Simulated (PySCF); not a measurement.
# Cs²⁷⁺ (caesium, charge +27) across methods

[Ar] 3d10, closed-shell 1S. All numbers are calculated (PySCF 2.14, the spin-free X2C one-electron Hamiltonian (Gaussian nucleus), in an even-tempered Gaussian basis (19 s from 3.6 bohr⁻², ratio 2.5; 13 p from 4.7 bohr⁻², ratio 2.5; 8 d from 4.7 bohr⁻², ratio 2.5; 4 f from 23 bohr⁻², ratio 2.7; 3 g from 34 bohr⁻², ratio 2.7)).

```
 method  E (hartree)  mean ε 3s (eV)  mean ε 3p (eV)  mean ε 3d (eV)  Σ⟨r²⟩ (bohr²)   ⟨S²⟩
    PBE     -7422.18         -2007.9         -1824.1         -1557.6          1.705  0.000
r2SCAN0     -7422.79         -2036.1         -1846.6         -1572.5          1.702  0.000
  M06-L     -7422.92         -2023.8         -1834.8         -1562.4          1.701  0.000
 r2SCAN     -7422.79         -2020.3         -1832.9         -1561.6          1.703  0.000
    UHF  -7421.20100         -2082.4         -1886.5         -1603.5          1.701  0.000
    LDA     -7415.50         -2005.7         -1823.1         -1557.5          1.706  0.000
```

Problem. Estimate the same row for PBE0.

Solution. E (hartree) = -7422.33; mean ε 3s (eV) = -2027.0; mean ε 3p (eV) = -1840.2; mean ε 3d (eV) = -1569.6; Σ⟨r²⟩ (bohr²) = 1.704; ⟨S²⟩ = 0.000.

Spin-orbit coupling, which splits the p, d and f shells strongly at this Z, is absent.
